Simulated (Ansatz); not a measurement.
`BBC` + `[BH2][AlH][OH]` → `B[O][AlH][BH2]` + `BC` at 500 K and 1 bar (cleavage of the B–B bond).

Gas-phase electronic energies from Ansatz, PBE0-D4/def2-TZVP geometries. CCSD(T)/CBS is the MP2 limit (def2-TZVPP, def2-QZVPP) plus CCSD(T) − MP2 in def2-TZVPP, frozen cores. This one scheme is used for every species. Each species was taken in one conformer, which may not be the lowest.

```json
{"species": "`BBC`", "CCSD(T)/CBS energy (Eh)": "-91.20122", "H − E (kJ/mol)": "213.1", "S (J/(mol·K))": "340.7"}
{"species": "`[BH2][AlH][OH]`", "CCSD(T)/CBS energy (Eh)": "-344.39123", "H − E (kJ/mol)": "140.6", "S (J/(mol·K))": "347.8"}
{"species": "`B[O][AlH][BH2]`", "CCSD(T)/CBS energy (Eh)": "-369.81639", "H − E (kJ/mol)": "180.5", "S (J/(mol·K))": "403.3"}
{"species": "`BC`", "CCSD(T)/CBS energy (Eh)": "-65.83255", "H − E (kJ/mol)": "172.2", "S (J/(mol·K))": "281.8"}
```

H − E and S are ideal-gas, rigid-rotor, harmonic terms from PBE0-D4/def2-TZVP, for one conformer and one mirror image of each species. 1 Eh = 2625.50 kJ/mol, R = 8.31446 J/(mol·K).

By hand: ΔE, ΔH, ΔS and ΔG.

ΔE = (-369.81639) + (-65.83255) − (-91.20122) − (-344.39123) = -0.05649 Eh = -148.3 kJ/mol. Δ(H − E) = 180.5 + 172.2 − 213.1 − 140.6 = -1.0, so ΔH = -149.3 kJ/mol. ΔS = 403.3 + 281.8 − 340.7 − 347.8 = -3.4 J/(mol·K). ΔG = -149.3 − 500 × (-3.4)/1000 = -147.6 kJ/mol.

By hand: the equilibrium constant, and the temperature at which ΔG would vanish if ΔH and ΔS stayed fixed.

log₁₀ K = −ΔG/(RT ln 10) = 15.4. ΔG = 0 at ΔH/ΔS = 43912 K, far beyond where these terms or the molecules hold.

The number of gas molecules stays the same, so ΔS is small and ΔH decides. A doubt of 5 kJ/mol in ΔE shifts log₁₀ K by 0.5 here. Other conformers and mirror images would add mixing entropy, several J/(mol·K) or more a flexible species. These are equilibria of isolated gas molecules and say nothing of rates. Largest T1 diagnostic: 0.014 (customary marks: 0.02 for closed shells, 0.045 for open ones).
